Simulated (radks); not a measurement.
Species: the gadolinium ion Gd4+. Configuration: [Xe] 4f6 (the NIST ground configuration).

Method: scalar-relativistic Kohn-Sham, SCAN, spin-polarised, spherical densities, finite nucleus; open shells are filled with parallel spins first (spin-orbit coupling, left out, can overturn this in heavy ions); meta-GGA in the generalised Kohn-Sham scheme; Fermi nuclear charge, rms radius 5.1569 fm; computed with a radial shooting solver on a logarithmic mesh with Libxc functionals.

Energy parts (hartree):
| part | energy |
|---|---|
| total | -11269.3797 |
| kinetic | 12100.4165 |
| electron-nucleus | -27387.4845 |
| Hartree | 4266.2345 |
| exchange-correlation | -248.5462 |

Orbitals (lengths in bohr, moments of r in powers of bohr):
orbital,occ.,eigenvalue (hartree),<r^4>,<1/r>,<r^2>
1s down,1,-1845.371,1.142e-06,71.64,0.0006550
1s up,1,-1845.371,1.142e-06,71.64,0.0006550
2s up,1,-306.9312,0.0001815,16.64,0.01027
2s down,1,-306.9273,0.0001815,16.64,0.01027
2p up,3,-273.1702,0.0001358,15.52,0.008284
2p down,3,-273.1675,0.0001358,15.52,0.008283
3s up,1,-69.79041,0.007006,6.110,0.06810
3s down,1,-69.68045,0.006972,6.119,0.06794
3p up,3,-59.25653,0.007373,5.736,0.06840
3p down,3,-59.14333,0.007331,5.745,0.06821
3d up,5,-45.34997,0.005923,5.434,0.05764
3d down,5,-45.25796,0.005874,5.442,0.05742
4s up,1,-15.66113,0.1704,2.573,0.3430
4s down,1,-15.40900,0.1715,2.569,0.3438
4p up,3,-12.16239,0.2221,2.369,0.3863
4p down,3,-11.90984,0.2244,2.365,0.3876
4d up,5,-7.31301,0.3444,2.094,0.4622
4d down,5,-7.05559,0.3538,2.087,0.4663
5s up,1,-3.42557,4.944,1.032,1.851
5s down,1,-3.33696,5.360,1.007,1.925
5p up,3,-2.51925,8.415,0.8960,2.391
5p down,3,-2.44991,9.054,0.8756,2.481
4f up,6,-2.05556,1.389,1.602,0.7830

The highest occupied level is 4f up at -55.935 eV. The electron density at the nucleus is 6.58e+05 e/bohr^3 (large components only). The spin density at the nucleus is 3.41 e/bohr^3 (1s 0.03, 2s -1.48, 3s -21.52, 4s 7.25, 5s 19.12).

Empty levels of this run are not shown, since the potential may be unsettled where no density lies.
